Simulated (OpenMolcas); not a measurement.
Pt6+: moving or changing the point charges

Pt6+ among 6 point charges of -1.5 e arranged as an octahedron (Oh), 1.84 Å from the ion.

| Item | Value |
| --- | --- |
| Program | OpenMolcas |
| Method | SS-CASPT2, IPEA 0.25 Eh, imaginary shift 0.1 Eh (closed shells correlated: 5s 5p) |
| Basis | ANO-RCC-VDZP [7s6p4d2f] |
| Scalar Hamiltonian | DKH2, point nucleus |
| Active space | 4 electrons in 5 orbitals (5d) |
| State averaging | 2S+1 = 5 even, 5 roots; 2S+1 = 3 even, 45 roots; 2S+1 = 1 even, 50 roots |
| Spin-orbit coupling | RASSI with atomic mean-field integrals over the reference wave functions |

Runs around this geometry, states (labels of O, the rotations of Oh). Energies in cm-1 above the lowest state or level, χT in cm3 K/mol; 10Dq and B are least-squares fits to the states below 45000 cm-1, weighted by degeneracy, with a free offset, and given where the rms deviation is under 5 % of |10Dq| (or 100 cm-1) and under 700 cm-1.

```csv
R (Å),q (e),Ground state,First state of that spin,10Dq,B (rms of fit),First gap with spin-orbit (degeneracies),χT at 300 K,First state of another spin
1.84,-0.98,5E,5T2 4660,,,"7930 (1, 3)",0.030,3T1 18040
1.71,-1.5,5E,5T2 10150,10337,847 (413),"8040 (1, 3)",0.039,3T1 13100
1.84,-1.5,5E,5T2 7120,,,"7960 (1, 3)",0.034,3T1 15920
2.03,-1.5,5E,5T2 4400,,,"7920 (1, 3)",0.030,3T1 18250
```

Taking the first state of the same spin as R^-n, n = -ln(4400 / 10150) / ln(2.03 / 1.71) = 4.9 between the shortest and longest distance.

Scaling the charges by -0.98 / -1.5 = 0.65 scales the first state of the same spin by 4660 / 7120 = 0.65; with fixed orbitals a first-order splitting would follow the charge.

Roots that are degenerate in the reference are averaged as groups; the widest CASPT2 spread within a group is 210 cm-1 (the 3-fold group of multiplicity 3 near 31700 cm-1 above the lowest state of its run, R = 1.71, q = -1.5). Shifts and gaps below about the spread of the groups concerned are not significant. Point charges give a weaker field than real ligands, and real ions of this kind are as a rule low spin; the high spin found here belongs to the model. Free-ion shares, where given, are those of the reference states; single-state CASPT2 does not remix them. Spin-orbit coupling mixes the spin-free states strongly: the lowest level takes only 29 % from its leading state, 5E (figures for R = 1.84, q = -0.98; the like holds for R = 1.71, q = -1.5, R = 1.84, q = -1.5, R = 2.03, q = -1.5). This field is weak: 10Dq is about 4615 cm-1, while octahedral complexes of 5d ions of charge 3 and more, computed by the same method with explicit ligands, had a median near 35000 cm-1. Ground spin and moment need not be those of a real site (figures for R = 1.84, q = -0.98; the like holds for R = 1.71, q = -1.5, R = 1.84, q = -1.5, R = 2.03, q = -1.5). The ground term spreads over less than 5000 cm-1, several times less than with real ligands, so orbital moments are less quenched and χT lies further from the spin-only value than at real sites (holds for R = 1.84, q = -0.98; R = 2.03, q = -1.5). This shell can be high or low spin here, a state of another spin lies low, and with metal d orbitals alone active their balance is uncertain, so the ground spin may be wrong (holds for R = 1.71, q = -1.5). Point charges carry no covalency, so the field is a model and not that of real ligands. No measured value stands beside these numbers.
